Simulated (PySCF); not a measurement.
Electron correlation in O+ (oxygen, charge +1)

[He] 2s1 2p3 3s1, high-spin 6S determinant (an excited configuration). Computed with PySCF 2.14 in aug-cc-pVTZ, with no relativity, point nucleus. Frozen: 1s2; 5 electrons correlated.

```tsv
level	correlation energy (mhartree)
CCSD	-38.83
(T)	-0.21
CCSD(T)	-39.04
```

Diagnostics: T1 = 0.0033, D1 = 0.0088, largest double amplitude 0.015.

The outer electron is Rydberg-like, and this basis confines it to a smaller radius and binds it less than a complete one would.

Cost of the coupled-cluster step: roughly 0.7 core-seconds, for 5 correlated electrons.
